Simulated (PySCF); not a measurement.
From computed data to an observable: entropy of an ideal gas

C2, SMILES [C]=[C] (connectivity only; charge and spin as stated), neutral, multiplicity 1.

Geometry optimised at PBE0-D3(BJ)/def2-TZVPD.

PBE0-D3(BJ)/def2-TZVPD (PySCF 2.14.0) gives the harmonic wavenumbers 1901 cm⁻¹ and the rotational temperature 2.6005 K. The molar mass is 24.02 g/mol, the symmetry number 2, the spin multiplicity 1.

### Question
Work out the entropy at 298.15 K and 1 atm in the rigid-rotor, harmonic-oscillator model.

### Answer

Translation (Sackur–Tetrode at 1 atm): S = R[1.5 ln M + 2.5 ln T − 1.16487] = 148.4 J/(mol K).
Rotation: q = T/(σ θ) = 57.3, S = R[ln q + 1] = 42.0 J/(mol K).
Vibration: with u = 1.4388 ν/T, each mode gives R[u/(e^u − 1) − ln(1 − e^−u)]:
```csv
ν (cm⁻¹),modes,u,S (J/(mol K))
1901,1,9.17,0.01
```
These are all the modes. Sum 0.0 J/(mol K).
Spin: R ln 1 = 0.0 J/(mol K).
Total 190.4 J/(mol K); the program's own thermochemistry gives 190.4. Translation makes up 78 % and vibration 0 %. Anharmonicity, hindered rotation and orbital degeneracy are left out.
